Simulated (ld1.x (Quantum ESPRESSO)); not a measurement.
**Which change was made? (Ne, TM)**

neon (Ne), norm-conserving Troullier–Martins (Kleinman–Bylander form), made with ld1.x (Quantum ESPRESSO) 7.5 (PBE, scalar-relativistic). Core [He], reference 2s2 2p5 (charge +1). Waves: 2s (bound): rc 0.75 bohr; 2p (bound): rc 0.95 bohr. Local part: the p channel. Core correction: Bessel-smoothed model core inside 0.55 bohr.

Cutoffs, loose and tight: the cutoffs (Ry, on a coarse ladder) from which the occupation-weighted sum of valence levels, in a spherical-Bessel basis at the reference potential, stays within 10 and 1 mRy of its value at 400 Ry. They do not see the model core or the augmentation charge, which bear on the density cutoff. Test errors are all-electron minus pseudo excitation energies from the reference, over the configurations 2s2 2p6; 2s2 2p4; 2s2 2p3; 2s2 2p5.5; 2s2 2p2; 2s1 2p6; variants that change the core or the reference have their own tests.

The base gives: outcome: generated; cutoff, loose: 200 Ry; cutoff, tight: 260 Ry; bound ghosts: none; largest test error (meV): +342.

(1) After one change the result is: outcome: generated; cutoff, loose: 230 Ry; cutoff, tight: over 300 Ry; bound ghosts: none; largest test error (meV): +149. Which change was it?
A. wave 2p (bound): rc 0.95 bohr becomes 2p (bound): rc 0.72 bohr
B. type RRKJ; local potential all-electron potential smoothed inside 0.95 bohr (lloc = -1)
C. local potential the s channel

Answers

(1) A. The others give: local potential the s channel → outcome: generated; cutoff, loose: 200 Ry; cutoff, tight: 300 Ry; bound ghosts: none; largest test error (meV): +478 | type RRKJ; local potential all-electron potential smoothed inside 0.95 bohr (lloc = -1) → outcome: generated; cutoff, loose: 160 Ry; cutoff, tight: 200 Ry; bound ghosts: none; largest test error (meV): +462.
